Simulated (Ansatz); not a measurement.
MnF2, relaxed as a doublet with UKS PBE0-D4/def2-TZVP in Ansatz, starting from the GFN1-xTB geometry. Force threshold 0.02 eV/Å.

The charge 0 doublet is spin-contaminated (final ⟨S²⟩ up to 2.61, 0.75 for a pure state). At PBE0-D4/def2-TZVP a sextet of charge 0 lies 2.65 eV below the doublet, each at its own geometry. The structure comes from a short search, and lower isomers may exist.

Start:

```xyz
3

Mn    0.000    0.000    0.000
F    -0.595    1.408    0.441
F     0.595   -1.408   -0.441
```

```csv
step,energy (eV),largest force component (eV/Å),SCF passes
1,-36745.0876,5.147,462
2,-36745.7723,2.290,206
3,-36746.0163,0.100,279
4,-36746.0170,0.007,231
```

Force components are those of the run's own axes.

End:

```
atom    x (Å)    y (Å)    z (Å)
 Mn1   0.0001   0.0000   0.0000
  F2  -0.6569   1.5533   0.4863
  F3   0.6568  -1.5533  -0.4863
```

By distances, no bond broke or formed. The bond that changes most is Mn1–F2, from 1.59 to 1.76 Å (atoms count from 1).

No frequencies were taken in this run, so the end may be a saddle point.

It took 76 s on 4 threads of Arm Neoverse V1 on a shared host.
